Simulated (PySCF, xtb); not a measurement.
C3H6BFN2, SMILES CN1CN=CB1F.

GFN2-xTB (xtb 6.7.1) at its own geometry gives an orbital gap of 3.05 eV and a dipole moment of 2.71 D.

Coordinates come from a B3LYP-D3(BJ)/def2-SVP optimisation. The structure was generated by enumeration, and PubChem lists no compound with its InChIKey, so it may never have been made. One conformer was computed; it need not be the lowest.

### Question
What does PBE/def2-TZVP (PySCF) give? (The exact figures need the calculation; the answer reports its results.)

### Answer
gap 3.87 eV (levels -5.94 and -2.07 eV), dipole 2.37 D.
